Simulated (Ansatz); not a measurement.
Energy needed to pull apart C2H3AlO (SMILES OC#[C][AlH2]), closed shell, into free ground-state atoms, from the structure below (displaced at random from a GFN2-xTB minimum); no zero-point or spin–orbit terms; open-shell atoms are treated unrestricted, in their ground-state multiplicity.

```
7
angstrom
O 1.6694 -1.5095 1.1980
C 0.9331 -0.8421 0.6883
C -0.0742 -0.1074 0.0089
Al -1.2774 0.9503 -0.8309
H 2.6305 -1.2003 1.3978
H -2.3560 1.6217 -0.2059
H -1.3174 1.0192 -2.3654
```

Computed with Ansatz 0.2.0 (basis: def2-TZVPP); correlated methods freeze the cores. B3LYP uses VWN-RPA correlation.

```
   method  atomization energy (eV)
   PBE-D4                    24.78
r2SCAN-D4                        ?
  PBE0-D4                    23.82
 B3LYP-D4                    23.79
  wB97X-V                    23.63
  wB97M-V                    23.78
       HF                        ?
      MP2                    23.99
     CCSD                    22.32
  CCSD(T)                    23.02
```

Q: What does r2SCAN-D4 give? (To be estimated.)

A: Computed: 24.07 eV, which is about 1.06 eV more than CCSD(T)/def2-TZVPP.

Q: What does HF give? (An estimate is asked for; the value comes from the calculation.)

A: By the calculation: 15.22 eV, which is about 7.80 eV less than CCSD(T)/def2-TZVPP.

In triple zeta the MP2 and coupled-cluster atomization energies are still short of their basis limit by a few kcal/mol a bond, whereas those of the functionals are nearly converged, so these differences are not deviations from converged CCSD(T).

The T1 diagnostic stays at or below 0.019. The restricted Hartree–Fock reference is unstable towards an unrestricted one here.

For scale, one of the runs: CCSD(T)/def2-TZVPP forces, 177 basis functions (an equivalent command: `ansatz run in.yaml --threads 4`). Time: 110 s of wall clock on 4 CPU threads; the host was shared. Peak host memory: 3.1 GiB.
